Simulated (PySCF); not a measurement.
Radial density of Sm²⁺ (samarium, charge +2)

revPBE, [Xe] 4f5 6p1, one real determinant (an excited configuration). Computed with PySCF 2.14 in cc-pVDZ-X2C (8s7p5d3f1g, 84 functions), with the spin-free X2C one-electron Hamiltonian (Gaussian nucleus).

```tsv
r (bohr)	4πr²ρ (e/bohr)	4πr²(ρα − ρβ)
0.0181	81.85	0.0035
0.0304	71.89	0.0091
0.0511	95.63	0.0159
0.0859	102.1	0.0117
0.144	83.04	0.1563
0.243	83.05	1.1276
0.409	37.92	4.1674
0.688	36.20	5.5261
1.16	11.92	2.7724
1.95	4.081	0.3737
3.27	0.4724	0.3110
5.50	0.1469	0.1466
9.26	0.001222	0.0012
```

Densities and radii are taken from the X2C orbitals without a picture-change correction, which distorts them close to the nucleus.

⟨L²⟩ = 26.03 against 42 for a pure I term, so this real determinant mixes terms. Spin-orbit coupling, absent here, splits the open shell strongly.
